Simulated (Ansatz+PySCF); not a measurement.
Results of a calculation; reference values are marked as such.
This Ansatz input gave a total energy of -834.87249 hartree.

```yaml
crystal:
  periodic: [false, false, false]
  atoms:
    - { symbol: Sc, position_ang: [0.0, 0.0, -0.45197] }
    - { symbol: O, position_ang: [0.0, 0.0, 1.18642] }
basis:
  gaussian: { orbitals: def2-SVP }
magnetization:
  spin_polarized: true
  initial_magnetization: 1
hamiltonian:
  xc: hf
correlation:
  method: mp2
  frozen_orbitals: { O: 1, Sc: 5 }
scf:
  omitted_lower_state_checks: [stability, starts, atomic_configurations, cluster_reference, orbital_swaps, given_window_search, neighbouring_geometries, increment]
```

**Question.** Write an input for PySCF with the same method and basis set.

**Answer.**

```python
from pyscf import gto, scf, mp

mol = gto.M(atom="""
Sc 0.000000 0.000000 -0.451970
O 0.000000 0.000000 1.186420
""", basis='def2-svp', charge=0, spin=1)
mf = scf.UHF(mol)
mf.kernel()
pt = mp.MP2(mf, frozen=6).run()
print(mf.e_tot, pt.e_corr, pt.e_tot)
```

PySCF 2.14.0 gave -834.87249 hartree, 0.05 meV from the first.
